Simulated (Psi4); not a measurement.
C2H8N (SMILES C[NH2+]C), charge +1, singlet, geometry from GFN2-xTB; MP2/6-311G** run with Psi4.

Psi4 was given this input:
```
memory 2 GB

molecule {
1 1
C     1.13626145    0.51800927   -0.17136574
N     0.11223500   -0.53475827   -0.00839106
C    -1.24753940    0.01218899    0.17968525
H     2.12079925    0.07512594   -0.30685866
H     0.90342083    1.13036038   -1.04048709
H     1.15583745    1.15586555    0.71028992
H     0.35547925   -1.11851683    0.80222890
H     0.11904322   -1.14240726   -0.83770577
H    -1.97014570   -0.79293439    0.29559530
H    -1.27499751    0.64006506    1.06826740
H    -1.52741413    0.61455989   -0.68250961
}

set {
  basis 6-311g**
}

energy('mp2')
print_variables()
```

The log (banner, timings and long lists left out):

```
    SCF Algorithm Type (re)set to DF.

   => Loading Basis Set <=

    Name: 6-311G**
    Role: ORBITAL
    Keyword: BASIS

         ---------------------------------------------------------
                                   SCF
               by Justin Turney, Rob Parrish, Andy Simmonett
                          and Daniel G. A. Smith
                              RHF Reference
         ---------------------------------------------------------

  ==> Geometry <==

    Molecular point group: c1
    Full point group: C1

    Geometry (in Angstrom), charge = 1, multiplicity = 1:

       Center              X                  Y                   Z               Mass
    ------------   -----------------  -----------------  -----------------  -----------------
         C            1.133712934293     0.530152011512    -0.171175205411    12.000000000000
         N            0.109686484293    -0.522615528488    -0.008200525411    14.003074004430
         C           -1.250087915707     0.024331731512     0.179875784589    12.000000000000
         H            2.118250734293     0.087268681512    -0.306668125411     1.007825032230
         H            0.900872314293     1.142503121512    -1.040296555411     1.007825032230
         H            1.153288934293     1.168008291512     0.710480454589     1.007825032230
         H            0.352930734293    -1.106374088488     0.802419434589     1.007825032230
         H            0.116494704293    -1.130264518488    -0.837515235411     1.007825032230
         H           -1.972694215707    -0.780791648488     0.295785834589     1.007825032230
         H           -1.277546025707     0.652207801512     1.068457934589     1.007825032230
         H           -1.529962645707     0.626702631512    -0.682319075411     1.007825032230

  Running in c1 symmetry.

  Rotational constants: A =      1.00740  B =      0.29966  C =      0.26375 [cm^-1]
  Rotational constants: A =  30201.08106  B =   8983.58740  C =   7907.15680 [MHz]
  Nuclear repulsion =   91.803290970354055

  Charge       = 1
  Multiplicity = 1
  Electrons    = 26
  Nalpha       = 13
  Nbeta        = 13

  ==> Algorithm <==

  SCF Algorithm Type is DF.
  DIIS enabled.
  MOM disabled.
  Fractional occupation disabled.
  Guess Type is SAD.
  Energy threshold   = 1.00e-08
  Density threshold  = 1.00e-08
  Integral threshold = 1.00e-12

  ==> Primary Basis <==

  Basis Set: 6-311G**
    Blend: 6-311G**
    Number of shells: 56
[...]
  @DF-RHF Final Energy:  -134.65389508717982
    Total Energy =                       -134.6538950871798193
[...]

  //>>>>>>>>>>>>>>>>>>>>>>>>>>>>>>>>>>>//
  //               DFMP2               //
  //<<<<<<<<<<<<<<<<<<<<<<<<<<<<<<<<<<<//

   => Loading Basis Set <=

    Name: (6-311G** AUX)
    Role: RIFIT
    Keyword: DF_BASIS_MP2

	 --------------------------------------------------------
	                          DF-MP2
	      2nd-Order Density-Fitted Moller-Plesset Theory

	        Rob Parrish, Justin Turney, Andy Simmonett,
	           Ed Hohenstein, and C. David Sherrill
	 --------------------------------------------------------

   => Auxiliary Basis Set <=

  Basis Set: (6-311G** AUX)
    Blend: CC-PVTZ-RI
    Number of shells: 149
    Number of basis functions: 483
    Number of Cartesian functions: 583
    Spherical Harmonics?: true
    Max angular momentum: 4

	 --------------------------------------------------------
	                 NBF =   102, NAUX =   483
	 --------------------------------------------------------
	   CLASS    FOCC     OCC    AOCC    AVIR     VIR    FVIR
	   PAIRS       0      13      13      89      89       0
	 --------------------------------------------------------

	-----------------------------------------------------------
	 ==================> DF-MP2 Energies <====================
	-----------------------------------------------------------
	 Reference Energy          =    -134.6538950871798193 [Eh]
	 Singles Energy            =      -0.0000000000000000 [Eh]
	 Same-Spin Energy          =      -0.1143300588836160 [Eh]
	 Opposite-Spin Energy      =      -0.4328356448065033 [Eh]
	 Correlation Energy        =      -0.5471657036901193 [Eh]
	 Total Energy              =    -135.2010607908699455 [Eh]
	-----------------------------------------------------------
	 ================> DF-SCS-MP2 Energies <==================
	-----------------------------------------------------------
	 SCS Same-Spin Scale       =       0.3333333333333333 [-]
	 SCS Opposite-Spin Scale   =       1.2000000000000000 [-]
	 SCS Same-Spin Energy      =      -0.0381100196278720 [Eh]
	 SCS Opposite-Spin Energy  =      -0.5194027737678039 [Eh]
	 SCS Correlation Energy    =      -0.5575127933956758 [Eh]
	 SCS Total Energy          =    -135.2114078805755071 [Eh]
	-----------------------------------------------------------

  Variable Map:
  ----------------------------------------------------------------------------
[...]
  Array Variable Map:
  ----------------------------------------------------------------------------
[...]
[...]
```
